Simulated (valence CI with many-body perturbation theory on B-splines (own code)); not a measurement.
## E1 line list for W⁶⁷⁺

Method: relativistic CI+MBPT: five valence electrons over a frozen Dirac-Fock core [He], a basis of 9 s, 9 p, 8 d, 6 f, 3 g, 1 h functions for each j, with the one-electron correlation potential Σ1 (screened to all orders), the two-electron term Σ2, the three-electron term Σ3, Breit, model QED; selected single and double excitations, second order for the rest (own B-spline code, finite nucleus).

The last digits are not significant, and no measured levels were compared; by estimate large intervals hold to a few tenths of a per cent, small ones and those within an open d or f shell to about a per cent. Among the levels kept, up to 1200 cm⁻¹ of a level comes from second order outside the variational space, and about a tenth of that is noise between levels of different J, which matters for small intervals.

Lines 151 to 200 of 261 in falling wavelength, among levels below 90942 × 10³ cm⁻¹, chosen from the strongest by gf and those to the six lowest levels. Wavelengths and rates use the calculated energies. Electric multipoles are in the length gauge, E1 and E2 with the static RPA response of the core. Weak lines are less certain than strong ones. Lines between different terms over intervals too small for the method are left out, as are lines whose strength nearly cancels. The highest levels of a list are the least certain.

Levels are named by their leading jj configuration (3d3/2^4 stands for four electrons in 3d with j = 3/2), which in mixed levels can hold well under half, so a name can repeat and another be missing. Letters in brackets count levels of one name in rising energy.

```tsv
λ vac (Å)	Upper	Lower	A (s⁻¹)	S (a.u.)
1.408	(2s^2 2p1/2^2 3s) J=1/2	(2s^2 2p1/2^2 2p3/2) J=3/2	2.24e+14	6.16e-04
1.407	(2s 2p1/2^2 2p3/2 3s) J=3/2 [a]	(2s 2p1/2^2 2p3/2^2) J=5/2	1.71e+14	9.42e-04
1.406	(2s^2 2p1/2 2p3/2 3s) J=5/2	(2s^2 2p1/2 2p3/2^2) J=5/2	1.07e+14	8.84e-04
1.405	(2s^2 2p1/2 2p3/2 3s) J=3/2 [a]	(2s^2 2p1/2 2p3/2^2) J=3/2	9.51e+13	5.21e-04
1.405	(2s^2 2p1/2 2p3/2 3s) J=3/2 [b]	(2s^2 2p1/2 2p3/2^2) J=5/2	1.62e+14	8.86e-04
1.403	(2s^2 2p1/2 2p3/2 3s) J=1/2	(2s^2 2p1/2 2p3/2^2) J=3/2	1.90e+14	5.18e-04
1.402	(2s^2 2p1/2 2p3/2 3s) J=5/2	(2s^2 2p1/2 2p3/2^2) J=3/2	7.57e+12	6.18e-05
1.401	(2s^2 2p1/2 2p3/2 3s) J=3/2 [b]	(2s^2 2p1/2 2p3/2^2) J=3/2	2.98e+13	1.62e-04
1.395	(2s 2p1/2^2 2p3/2 3s) J=3/2 [b]	(2s 2p1/2^2 2p3/2^2) J=5/2	1.72e+13	9.19e-05
1.394	(2s^2 2p1/2 2p3/2 3p3/2) J=1/2 [a]	(2s 2p1/2^2 2p3/2^2) J=1/2	2.02e+12	5.39e-06
1.393	(2s^2 2p1/2 2p3/2 3p3/2) J=3/2 [a]	(2s 2p1/2^2 2p3/2^2) J=1/2	5.81e+10	3.10e-07
1.389	(2s^2 2p1/2 2p3/2 3p3/2) J=3/2 [b]	(2s 2p1/2^2 2p3/2^2) J=1/2	4.72e+11	2.50e-06
1.378	(2s^2 2p1/2 2p3/2 3p3/2) J=5/2 [a]	(2s 2p1/2^2 2p3/2^2) J=5/2	1.31e+12	1.01e-05
1.377	(2s^2 2p1/2 2p3/2 3p3/2) J=3/2 [a]	(2s 2p1/2^2 2p3/2^2) J=5/2	3.50e+11	1.80e-06
1.375	(2s^2 2p1/2 2p3/2 3p3/2) J=7/2	(2s 2p1/2^2 2p3/2^2) J=5/2	2.13e+10	2.19e-07
1.372	(2s^2 2p1/2 2p3/2 3p3/2) J=3/2 [b]	(2s 2p1/2^2 2p3/2^2) J=5/2	9.41e+11	4.80e-06
1.371	(2s^2 2p1/2 2p3/2 3p3/2) J=5/2 [b]	(2s 2p1/2^2 2p3/2^2) J=5/2	4.06e+10	3.10e-07
1.352	(2s 2p1/2^2 2p3/2 3p1/2) J=3/2 [a]	(2s^2 2p1/2 2p3/2^2) J=1/2	1.01e+11	4.94e-07
1.345	(2s 2p1/2^2 2p3/2 3p1/2) J=3/2 [a]	(2s^2 2p1/2 2p3/2^2) J=5/2	3.37e+10	1.62e-07
1.345	(2s 2p1/2^2 2p3/2 3p1/2) J=5/2	(2s^2 2p1/2 2p3/2^2) J=5/2	1.03e+11	7.38e-07
1.341	(2s 2p1/2^2 2p3/2 3p1/2) J=3/2 [a]	(2s^2 2p1/2 2p3/2^2) J=3/2	1.07e+12	5.10e-06
1.341	(2s 2p1/2^2 2p3/2 3p1/2) J=5/2	(2s^2 2p1/2 2p3/2^2) J=3/2	7.34e+09	5.24e-08
1.340	(2s 2p1/2^2 2p3/2 3p1/2) J=1/2	(2s^2 2p1/2 2p3/2^2) J=1/2	3.21e+11	7.62e-07
1.339	(2s 2p1/2^2 2p3/2 3p1/2) J=3/2 [b]	(2s^2 2p1/2 2p3/2^2) J=1/2	1.19e+11	5.64e-07
1.332	(2s 2p1/2^2 2p3/2 3d3/2) J=3/2 [a]	(2s 2p1/2^2 2p3/2^2) J=1/2	8.48e+13	3.96e-04
1.332	(2s 2p1/2^2 2p3/2 3d3/2) J=1/2 [a]	(2s 2p1/2^2 2p3/2^2) J=3/2	9.52e+13	2.22e-04
1.332	(2s 2p1/2^2 2p3/2 3p1/2) J=3/2 [b]	(2s^2 2p1/2 2p3/2^2) J=5/2	8.12e+11	3.79e-06
1.332	(2s 2p1/2^2 2p3/2 3d3/2) J=1/2 [a]	(2s 2p1/2^2 2p3/2^2) J=1/2	4.53e+13	1.06e-04
1.329	(2s 2p1/2^2 2p3/2 3p1/2) J=3/2 [b]	(2s^2 2p1/2 2p3/2^2) J=3/2	9.35e+10	4.33e-07
1.323	(2s^2 2p1/2 2p3/2 3d3/2) J=3/2 [a]	(2s^2 2p1/2 2p3/2^2) J=1/2	5.65e+13	2.58e-04
1.322	(2s^2 2p1/2 2p3/2 3d3/2) J=1/2 [a]	(2s^2 2p1/2 2p3/2^2) J=1/2	7.45e+13	1.70e-04
1.321	(2s 2p1/2^2 2p3/2 3d3/2) J=3/2 [b]	(2s 2p1/2^2 2p3/2^2) J=1/2	3.21e+12	1.46e-05
1.319	(2s 2p1/2^2 2p3/2 3d3/2) J=1/2 [b]	(2s 2p1/2^2 2p3/2^2) J=3/2	1.24e+14	2.80e-04
1.319	(2s 2p1/2^2 2p3/2 3d3/2) J=1/2 [b]	(2s 2p1/2^2 2p3/2^2) J=1/2	2.07e+14	4.69e-04
1.318	(2s 2p1/2^2 2p3/2 3d3/2) J=5/2 [a]	(2s 2p1/2^2 2p3/2^2) J=5/2	1.32e+14	8.94e-04
1.317	(2s^2 2p1/2 2p3/2 3d3/2) J=3/2 [b]	(2s^2 2p1/2 2p3/2^2) J=1/2	7.91e+13	3.57e-04
1.317	(2s 2p1/2^2 2p3/2 3d3/2) J=3/2 [a]	(2s 2p1/2^2 2p3/2^2) J=5/2	2.33e+14	1.05e-03
1.317	(2s 2p1/2^2 2p3/2 3d3/2) J=7/2	(2s 2p1/2^2 2p3/2^2) J=5/2	1.87e+13	1.69e-04
1.316	(2s^2 2p1/2 2p3/2 3d3/2) J=1/2 [b]	(2s^2 2p1/2 2p3/2^2) J=1/2	5.99e+13	1.35e-04
1.316	(2s 2p1/2^2 2p3/2 3d5/2) J=5/2	(2s 2p1/2^2 2p3/2^2) J=3/2	1.63e+14	1.10e-03
1.316	(2s^2 2p1/2 2p3/2 3d3/2) J=3/2 [a]	(2s^2 2p1/2 2p3/2^2) J=5/2	5.04e+13	2.27e-04
1.315	(2s^2 2p1/2 2p3/2 3d3/2) J=5/2 [a]	(2s^2 2p1/2 2p3/2^2) J=5/2	1.13e+14	7.61e-04
1.315	(2s^2 2p1/2^2 3d3/2) J=3/2	(2s^2 2p1/2^2 2p3/2) J=3/2	2.58e+14	1.16e-03
1.313	(2s^2 2p1/2 2p3/2 3d3/2) J=7/2	(2s^2 2p1/2 2p3/2^2) J=5/2	3.16e+13	2.83e-04
1.312	(2s^2 2p1/2 2p3/2 3d3/2) J=3/2 [a]	(2s^2 2p1/2 2p3/2^2) J=3/2	1.44e+14	6.43e-04
1.312	(2s^2 2p1/2 2p3/2 3d3/2) J=5/2 [a]	(2s^2 2p1/2 2p3/2^2) J=3/2	2.65e+11	1.77e-06
1.311	(2s^2 2p1/2 2p3/2 3d3/2) J=1/2 [a]	(2s^2 2p1/2 2p3/2^2) J=3/2	1.46e+14	3.25e-04
1.311	(2s^2 2p1/2 2p3/2 3d3/2) J=5/2 [b]	(2s^2 2p1/2 2p3/2^2) J=5/2	2.35e+13	1.57e-04
1.310	(2s^2 2p1/2 2p3/2 3d3/2) J=3/2 [b]	(2s^2 2p1/2 2p3/2^2) J=5/2	2.06e+14	9.15e-04
1.308	(2s^2 2p1/2 2p3/2 3d3/2) J=5/2 [b]	(2s^2 2p1/2 2p3/2^2) J=3/2	2.58e+13	1.71e-04
```
